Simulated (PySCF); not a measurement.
Isomers C8H13N:

A. `C=C(C)[C@H]1C=NCCC1`
B. `C1=CCN(C2CCC2)C1`
C. `C=C/C=C/N=C\CCC`
D. `[H]/N=C\[C@@H]1CCC[C@H]2C[C@H]21`

Spectrum 1. 1H NMR (300 MHz, computed): δ 7.58 (t, 1H), 7.27 (d, 1H), 6.56 (m, 1H), 6.05 (m, 1H), 5.39 (m, 1H), 5.26 (m, 1H), 2.14 (m, 2H), 1.53 (m, 2H), 0.87 (t, 3H). 13C{1H} NMR (computed): δ 169.2 (CH), 143.8 (CH), 143.6 (CH), 130.2 (CH), 119.9 (CH2), 39.0 (CH2), 23.3 (CH2), 15.8 (CH3).

Spectrum 2. 1H NMR (300 MHz, computed): δ 7.67 (d, 1H), 5.25 (m, 1H), 5.22 (m, 1H), 4.21 (m, 1H), 3.71 (m, 1H), 2.70 (m, 1H), 1.80 (s, 3H), 1.69 (m, 1H), 1.63 (m, 1H), 1.61 (m, 1H), 1.58 (m, 1H). 13C{1H} NMR (computed): δ 169.3 (CH), 156.1 (C), 120.0 (CH2), 53.0 (CH2), 52.6 (CH), 27.9 (CH2), 25.7 (CH2), 21.3 (CH3).

Spectrum 3. 1H NMR (300 MHz, computed): δ 10.37 (br s, 1H), 8.17 (d, 1H), 2.21 (m, 1H), 2.13 (m, 1H), 1.56 (m, 1H), 1.43 (m, 1H), 1.26 (m, 1H), 1.23 (m, 1H), 1.13 (m, 1H), 1.11 (m, 1H), 0.85 (m, 1H), 0.67 (m, 1H), -0.17 (m, 1H). 13C{1H} NMR (computed): δ 180.7 (CH), 50.1 (CH), 28.7 (CH2), 27.3 (CH2), 22.2 (CH2), 14.6 (CH), 14.1 (CH2), 13.3 (CH).

Spectrum 4. 1H NMR (300 MHz, computed): δ 5.86 (m, 2H), 3.68 (m, 4H), 2.97 (m, 1H), 2.04 (m, 2H), 2.00 (m, 2H), 1.89 (m, 1H), 1.86 (m, 1H). 13C{1H} NMR (computed): δ 135.1 (CH), 63.1 (CH2), 60.5 (CH), 28.6 (CH2), 14.9 (CH2).

PySCF calculation with GIAO PBE0/pcSseg-1 shieldings and geometry: GFN2-xTB; no relativistic terms, one computed conformer, gas phase, averaged over atoms made equivalent by symmetry, fast rotation or ring inversion.

Chemical shifts δ = σref − σ; 1H (σref 31.72), 13C (σref 186.93) vs TMS, all at this level. Where no couplings were computed, multiplicities follow the n + 1 count of equivalent neighbours, and m marks all less simple cases (inequivalent or close neighbours, rings, F or P nearby). Shifts are as computed. Against solution values, carbons near 30 ppm lie about +3 ppm off and those near 130 ppm about +5 ppm. Of 1211 compounds with measured shifts, 218 miss one by over three times the rms of a fit or turn the order of signals round; such compounds aren't used in these exercises. OH and NH positions are gas-phase values without hydrogen bonding to other molecules.

Match each spectrum to its structure.

Answers

1–C, 2–A, 3–D, 4–B.

- Spectrum 1 (C): 8 13C signals; δC 143.8 is an alkene CH; δC 143.6 is an alkene CH.
- Spectrum 2 (A): 8 13C signals; δC 156.1 is a fully substituted alkene carbon; δC 120.0 is a terminal =CH2 carbon.
- Spectrum 3 (D): 8 13C signals; δC 50.1 is an sp3 CH in a ring; δC 28.7 is an sp3 CH2 in a ring.
- Spectrum 4 (B): 5 13C signals; δC 135.1 is an alkene CH; δC 63.1 is an allylic sp3 CH2 bonded to N.
